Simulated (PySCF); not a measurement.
Coordinates in bohr (charge 1 multiplicity 1):
```
Ti    0.0000    0.0000   -0.1311
H     0.0000    0.0000    2.8907
H     2.5374    0.0000    1.6293
H    -2.5374    0.0000    1.6293
```

Computed with PBE0 in PySCF with Ti def2-TZVP, H def2-TZVP; no relativity; density-fitted integrals.

This geometry of [TiH3]+ is a stationary point at this level.

**Question.** What is the point group?

**Answer.** C2v.

**Question.** Is it a minimum?

**Answer.** No: it has 2 imaginary modes, at 870i cm⁻¹ (b1), 385i cm⁻¹ (b2).

**Question.** List the harmonic modes with their infrared intensities.

**Answer.** 
| symmetry | ω (cm⁻¹) | IR (km/mol) |
| --- | --- | --- |
| b1 | 870i | – |
| b2 | 385i | – |
| a1 | 686 | 23.6 |
| a1 | 1848 | 0.1 |
| b2 | 1870 | 184 |
| a1 | 1935 | 5.7 |

In C2v the vibrations span b1 + 2b2 + 3a1. Here b1 is antisymmetric to the molecular plane and b2 lies in it.

Only a few start shapes were tried, so a lower isomer may exist. At this level a singlet minimum of C3v symmetry lies 33 kJ/mol below this structure.
